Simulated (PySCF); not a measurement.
SrF₂: map over both bonds

Level of theory: PBE0/[Sr def2-TZVP with ECP28, F def2-TZVP], scalar-relativistic core potentials, density fitting, no spin–orbit coupling, PySCF.

Rigid scan from the singlet minimum (Sr–F 2.124 Å (×2); F–Sr–F 129.8°). Coordinate: rows scale the first bond (Sr–F), columns the second (Sr–F). Energies in kJ/mol from the minimum.

(1) Give the energy map for rows 0.94, 0.97, 1.00, 1.04, 1.09, 1.15 and columns 0.94, 0.97, 1.00, 1.04, 1.09, 1.15.

(2) And the size of the dipole moment (D) on the same grid?

Answers

(1) 
| scale \ scale | 0.94 | 0.97 | 1.00 | 1.04 | 1.09 | 1.15 |
| --- | --- | --- | --- | --- | --- | --- |
| 0.94 | 27.1 | 16.3 | 12.4 | 15.1 | 27.2 | 49.6 |
| 0.97 | 16.3 | 6.1 | 2.8 | 6.2 | 19.2 | 42.4 |
| 1.00 | 12.4 | 2.8 | 0.0 | 4.1 | 17.8 | 41.8 |
| 1.04 | 15.1 | 6.2 | 4.1 | 9.0 | 23.6 | 48.6 |
| 1.09 | 27.2 | 19.2 | 17.8 | 23.6 | 39.3 | 65.3 |
| 1.15 | 49.6 | 42.4 | 41.8 | 48.6 | 65.3 | 92.5 |

(2) 
```csv
scale \ scale,0.94,0.97,1.00,1.04,1.09,1.15
0.94,5.58,5.75,5.94,6.21,6.58,7.04
0.97,5.75,5.89,6.06,6.30,6.63,7.06
1.00,5.94,6.06,6.19,6.41,6.70,7.10
1.04,6.21,6.30,6.41,6.58,6.83,7.18
1.09,6.58,6.63,6.70,6.83,7.04,7.33
1.15,7.04,7.06,7.10,7.18,7.33,7.56
```

Other isomers or separated fragments may lie lower.
